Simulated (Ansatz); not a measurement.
Task: Name a neutral molecule of Br, Cl, Ga, O and H with HOMO–LUMO gap (PBE/def2-TZVPP) between 4.80 and 5.10 eV and HOMO energy (PBE/def2-TZVPP) between -7.60 and -7.30 eV (Ansatz, PBE0-D4/def2-TZVP geometry).

Result: `[OH][Ga]([Cl])[Br]` (4.97 eV, -7.56 eV). Other molecules can fit too; these were computed, each in one conformer that needn't be the lowest.
